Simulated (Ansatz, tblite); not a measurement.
Cost and result up the ladder for InF3 (4 atoms). Total charge 0; singlet. Geometry: r2SCAN-D4/def2-TZVP.

```xyz
4

In   -0.001    0.001    0.001
F    -1.360   -0.305    1.327
F     0.423    1.793   -0.555
F     0.938   -1.488   -0.774
```

Ansatz on 4 threads of Arm Neoverse V1 on a shared host; xTB runs through tblite on one thread. Times are rough, summed over both states, and most runs start from the orbitals of an earlier one. CCSD(T)/def2-TZVPP serves as the yardstick here, not as an exact answer. The other state is a doublet.

In the def2 sets In takes a core potential; there is no spin–orbit coupling. The xTB rows come from tblite. Correlated methods freeze 7 core orbitals; core or outer-core shells of In are correlated, in sets that lack core-valence functions. In CCSD on the charge 1 doublet the largest single amplitude is 0.20, so its Hartree–Fock determinant may place the open shell otherwise than the density functionals do. HOMO above LUMO, or a gap near zero within one spin, warns that the state may not be the lowest or that an electron is smeared out. The structure comes from a short search, and lower isomers may exist.

Correlated methods converge slowly with the basis.

Raw xTB energies of ions are shifted by several eV.

```
                          level  functions  vertical IE (eV)  difference from CCSD(T)/def2-TZVPP (eV)                                     remarks
             CCSD(T)/def2-TZVPP        143             14.24                                     0.00                                           –
                       GFN2-xTB         21             18.44                                     4.21                                           –
PBE0-D4/def2-TZVP (with forces)        143             13.54                                    -0.70                                           –
               PBE-D4/def2-TZVP        143             12.76                                    -1.47  gap within one spin near zero (+1 doublet)
                       GFN1-xTB         21             17.57                                     3.33                                           –
            r2SCAN-D4/def2-TZVP        143             13.03                                    -1.20                                           –
```

Estimate how long each takes.

GFN1-xTB 0.006 s; GFN2-xTB 0.006 s; PBE-D4/def2-TZVP 3.8 s; PBE0-D4/def2-TZVP (with forces) 6.1 s; r2SCAN-D4/def2-TZVP 9 s; CCSD(T)/def2-TZVPP 2.2 min. On shared hardware such times vary by a factor of up to 3.
